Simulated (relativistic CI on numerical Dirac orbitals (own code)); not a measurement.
Sensitivity of the levels of W27+ to α and to the nuclear radius

Computed by Dirac-Coulomb-Breit CI, KLI orbitals optimised for each configuration, derivatives by finite differences, unscaled Slater integrals, QED left out (own radial code, finite nucleus).

Configuration list (outside the closed core [Ar] 3d10): 4s²4p⁶4d¹⁰4f, 4s²4p⁶4d⁹4f², 4s²4p⁶4d¹⁰5s, 4s²4p⁶4d¹⁰5p, 4s²4p⁵4d¹⁰4f², 4s²4p⁶4d¹⁰5d, 4s4p⁶4d¹⁰4f², 4s²4p⁶4d⁹4f5s. Levels of other configurations are missing.

With x = (α/α₀)² − 1 an excitation energy changes as ω = ω₀ + qx; K = 2q/ω₀ is the relative enhancement. Terms are leading LS components, so labels can repeat. The field-shift factor is F = δν/δ⟨r²⟩ for the transition from the lowest level.

Lowest level 4s²4p⁶4d¹⁰4f ²F°5/2.

```csv
Level,ω₀ (cm⁻¹),q (cm⁻¹),K,F (GHz/fm²)
4s²4p⁶4d¹⁰4f ²F°7/2,29198,27360,1.87,1.16
4s²4p⁶4d¹⁰5s ²S1/2,1129730,-443000,-0.784,666
4s²4p⁶4d¹⁰5p ²P°1/2,1478261,-394800,-0.534,68.9
4s²4p⁶4d⁹4f² ⁴F3/2,1537791,7705,0.01,20.2
4s²4p⁶4d⁹4f² ⁴F5/2,1542617,6460,0.00838,20.3
4s²4p⁶4d⁹4f² ⁴F7/2,1557173,14620,0.0188,20.7
4s²4p⁶4d⁹4f² ²G7/2,1576334,15810,0.0201,21
4s²4p⁶4d⁹4f² ⁴F9/2,1578017,30860,0.0391,21.4
4s²4p⁶4d⁹4f² ⁴K13/2,1582267,-15.54,-1.96e-05,20.5
4s²4p⁶4d⁹4f² ⁴D5/2,1585999,8974,0.0113,20.8
4s²4p⁶4d⁹4f² ²G9/2,1588565,10370,0.0131,20.7
4s²4p⁶4d⁹4f² ²F5/2,1592103,27150,0.0341,21.4
4s²4p⁶4d⁹4f² ⁴K15/2,1595435,24760,0.031,21.5
4s²4p⁶4d⁹4f² ⁴D3/2,1597148,17380,0.0218,21.1
4s²4p⁶4d⁹4f² ⁴H11/2,1598786,11900,0.0149,20.9
4s²4p⁶4d⁹4f² ⁴D7/2,1598808,28560,0.0357,21.6
4s²4p⁶4d⁹4f² ⁴G11/2,1605235,18420,0.0229,21.3
4s²4p⁶4d⁹4f² ⁴K17/2,1606821,39570,0.0493,22.1
4s²4p⁶4d⁹4f² ⁴G7/2,1607624,15380,0.0191,21.2
4s²4p⁶4d⁹4f² ⁴D1/2,1609605,22520,0.028,21.2
4s²4p⁶4d⁹4f² ⁴H13/2,1611799,27190,0.0337,21.4
4s²4p⁶4d⁹4f² ⁴D5/2,1616146,31910,0.0395,21.8
4s²4p⁶4d⁹4f² ⁴G9/2,1621618,23110,0.0285,21.6
```

At this charge energies of transitions that change n are usually good to better than 1 %, and those within a shell (Δn = 0) to a few per cent.
